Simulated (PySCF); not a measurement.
## Correlation energy of Te (tellurium, neutral)

[Kr] 4d10 5s2 5p4, high-spin 3P determinant. Computed with PySCF 2.14 in aug-cc-pVDZ-PP with ECP28MDF (5s4p3d, 32 functions), with scalar relativity through the core potential. Frozen: 4s2 4p6 4d10; 6 electrons correlated.

MP2 pair energies summed by pair of shells (mhartree):

```json
{"pair": "5p-5p", "energy": "-30.70", "share (%)": "48.4"}
{"pair": "5s-5p", "energy": "-27.42", "share (%)": "43.3"}
{"pair": "5s-5s", "energy": "-5.26", "share (%)": "8.3"}
```

Total MP2 correlation energy: -63.38 mhartree.

Same-spin part -15.92 and opposite-spin part -47.45 mhartree; SCS-MP2 scales them by 1/3 and 6/5 to -62.25 mhartree.
